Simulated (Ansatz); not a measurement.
Ansatz (an electronic-structure program) input:

Ansatz 0.2 input:
```yaml
crystal:
  periodic: [false, false, false]
  atoms:
    - {symbol: C, position_ang: [-2.31833493, 0.59078556, 0.05953601]}
    - {symbol: C, position_ang: [-0.86022925, 0.23164953, 0.02338830]}
    - {symbol: C, position_ang: [0.13772624, 1.19887004, 0.12517905]}
    - {symbol: C, position_ang: [1.46850610, 0.81439261, 0.08627322]}
    - {symbol: C, position_ang: [1.76756243, -0.53622856, -0.05434147]}
    - {symbol: N, position_ang: [0.83270576, -1.47844709, -0.15346739]}
    - {symbol: C, position_ang: [-0.44164766, -1.09116700, -0.11421836]}
    - {symbol: H, position_ang: [-2.57769236, 1.27178627, -0.75425786]}
    - {symbol: H, position_ang: [-2.57926955, 1.08922723, 0.99588942]}
    - {symbol: H, position_ang: [-2.94421678, -0.29667835, -0.03359998]}
    - {symbol: H, position_ang: [-0.12818816, 2.24409407, 0.23396743]}
    - {symbol: H, position_ang: [2.26334991, 1.54458974, 0.16315687]}
    - {symbol: H, position_ang: [2.79825679, -0.87266768, -0.08850682]}
    - {symbol: H, position_ang: [-1.18267779, -1.88103476, -0.19727780]}
basis:
  gaussian:
    orbitals: def2-TZVPD
hamiltonian:
  xc: {name: B97M-V}
output: {forces: true}
```

Predict the final energy.

-287.70877 Eh (B97M-V/def2-TZVPD). The basis has 322 functions.
